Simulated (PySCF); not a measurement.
Rows and methods have been separated. Pair them.

C₅H₃F₃.
Structure used (PBE0-D3(BJ)/def2-SVP), in Å, numbered top down from 1:
```xyz
11
C5H3F3 angstrom
F     -1.832   -0.406    1.344
C     -0.540   -0.548    1.016
C     -0.181   -0.645   -0.444
C     -0.694    0.731   -0.780
F     -0.207    1.342   -1.868
C      0.185    0.641    0.441
C      1.241   -0.190   -0.241
F      2.046   -0.943    0.520
H      0.005   -1.184    1.717
H     -1.757    0.928   -0.625
H      1.760    0.251   -1.095
```

The closed-shell ground state was solved 7 times with PySCF (density fitting, gas phase), always in the def2-SVPD basis (193 functions), with these functionals: BHandHLYP, CAM-B3LYP, HF, LC-wPBE, LDA, PBE0 and wB97X-D.

| row | total energy (Eh) | HOMO (eV) | LUMO (eV) |
| --- | --- | --- | --- |
| P | -491.0901 | -11.26 | 1.35 |
| Q | -487.7618 | -7.56 | -1.94 |
| R | -491.1948 | -9.94 | 0.20 |
| S | -490.8707 | -8.62 | -0.79 |
| T | -491.2156 | -10.44 | 0.96 |
| U | -488.8738 | -11.21 | 2.58 |
| V | -491.1280 | -9.68 | 0.13 |

Question: Which functional belongs to which row?

Answer: P = LC-wPBE, Q = LDA, R = CAM-B3LYP, S = PBE0, T = wB97X-D, U = HF, V = BHandHLYP. By rising HOMO–LUMO gap: LDA (LDA) 5.62 eV; PBE0 (global hybrid, 25 % exact exchange) 7.83 eV; BHandHLYP (global hybrid, 50 % exact exchange) 9.81 eV; CAM-B3LYP (range-separated hybrid) 10.14 eV; wB97X-D (range-separated hybrid) 11.40 eV; LC-wPBE (range-separated hybrid) 12.61 eV; HF (all exact exchange) 13.79 eV. Total energies of different functionals aren't bounds to one another; each is stationary for its own functional.

Note: wB97X-D ran without an empirical dispersion term, which enters the total energy and its gradient alone.
